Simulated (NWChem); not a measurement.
## Basis-set convergence for CH3NOSi

SMILES: [SiH3]OC#N
```xyz
7

N     -2.3032    -0.5969     0.0000
C     -1.2867    -0.0307     0.0000
O     -0.1826     0.6246     0.0000
Si     1.4171    -0.0121     0.0000
H      1.5957    -0.8295     1.2259
H      2.2720     1.1946     0.0000
H      1.5957    -0.8295    -1.2259
```
Charge 0, spin multiplicity 1.

The numbers come from NWChem runs, not from measurements. Structure: optimised with B3LYP/def2-SVP, a minimum by its harmonic frequencies. It is one conformer; others weren't searched.

Quantity: dipole moment at the level B3LYP.

B3LYP has NWChem's definition, with VWN1-RPA local correlation. The Pople sets run with spherical d functions. The structure started from a generated list of species.

```tsv
basis	functions	dipole moment (D)
STO-3G	27	?
def2-SVP	75	?
pcseg-1	75	?
6-311G**	98	4.90
def2-SVPD	111	4.89
def2-TZVP	148	4.87
pcseg-2	166	4.96
def2-TZVPP	177	4.87
def2-TZVPD	184	4.88
aug-cc-pVTZ	257	4.91
```

Problem. Fill in the missing entries.

Solution. 
- STO-3G, dipole moment (D): 4.67
- def2-SVP, dipole moment (D): 4.72
- pcseg-1, dipole moment (D): 4.98
